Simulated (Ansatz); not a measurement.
`NCBO` + HCl → `NCBCl` + H₂O  (ligand exchange at a B–O bond)

Program: Ansatz. Geometries: PBE0-D4/def2-TZVP. ΔE: electronic, gas phase. CCSD(T)/CBS adds triple-zeta CCSD(T) − MP2 to the extrapolated MP2 energy (def2 sets, frozen cores). This one scheme is used for every species. Functionals use def2-TZVPP. B3LYP here is the variant with VWN-RPA as its local correlation; programs differ in this. One conformer a species, not always the lowest.

```tsv
level	ΔE (kJ/mol)
PBE0-D4	52.6
B2PLYP	58.1
r2SCAN	54.9
B3LYP	59.4
CCSD/def2-TZVPP	57.8
CCSD(T)/def2-TZVPP	57.9
HF/CBS(def2)	53.9
CCSD/CBS(def2)	52.2
```

**Question.** What does CCSD(T)/CBS give? (Best estimate.)

**Answer.** The calculation gave: +52.3 kJ/mol. The listed levels differ from it by 0.3, 5.8, 2.6, 7.1, 5.5, 5.6, 1.6, -0.1 kJ/mol.

Largest T1 diagnostic among the species: 0.012.
